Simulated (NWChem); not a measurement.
System: C2H7O cation; SMILES C[OH+]C

Input file for NWChem:

```
start job
memory heap 200 mb stack 700 mb global 900 mb
charge 1
geometry units angstroms noautosym nocenter noautoz
  C      0.269978     0.008518    -1.278267
  O     -0.504980    -0.051275     0.000000
  C      0.269978     0.008518     1.278267
  H      0.821322     0.949170    -1.313794
  H      0.926751    -0.858966    -1.254656
  H     -0.470590    -0.077409    -2.071920
  H     -1.245654     0.590834     0.000000
  H     -0.470590    -0.077409     2.071920
  H      0.926751    -0.858966     1.254656
  H      0.821322     0.949170     1.313794
end
basis spherical
  * library 6-31g*
end
dft
  xc b3lyp
  iterations 150
end
cosmo
  dielec 7.6
end
task dft energy
```

Coordinates come from a B3LYP/6-31G* (spherical d) optimisation.

Level: B3LYP/6-31G* with COSMO at NWChem's default radii, gas-phase geometry; the question gives the dielectric constant. Reactions with the solvent are ignored.

Q: What results follow from this input? (B3LYP/6-31G* (spherical d), COSMO on the gas-phase geometry.) Quantities: electrostatic solvation energy (kcal/mol).

A: The electrostatic solvation energy (kcal/mol) is -58.5.
